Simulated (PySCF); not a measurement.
**How methods differ on the ionisation energy of Br²⁺**

Br²⁺ [Ar] 3d10 4s2 4p3 (4S) → Br³⁺ [Ar] 3d10 4s2 4p2 (3P), as a difference of total energies. Calculation: PySCF 2.14, in aug-cc-pVDZ-PP with ECP10MDF; scalar relativity through the core potential. Correlated levels: valence: 3s2 3p6 3d10 frozen. The calculations carry no spin-orbit coupling.

| method | ionisation energy (eV) |
| --- | --- |
| UHF | 34.625 |
| MP2 (valence) | 34.984 |
| SCS-MP2 (valence) | 34.861 |
| CCSD (valence) | 34.935 |
| CCSD(T) (valence) | 34.939 |
| CCSDT (valence) | 34.938 |

Problem. How much does correlation contribute at CCSD(T) (valence)?

Solution. 34.939 − (34.625) = 0.314 eV, measured against UHF.

The reference lies between the lowest fine-structure levels, while these numbers refer to the centres of the terms.

Errors of the correlated levels include the incompleteness of this basis and the frozen core.

For comparison: 34.871 ± 0.019 eV (measured; NIST Atomic Spectra Database, ionization energies).
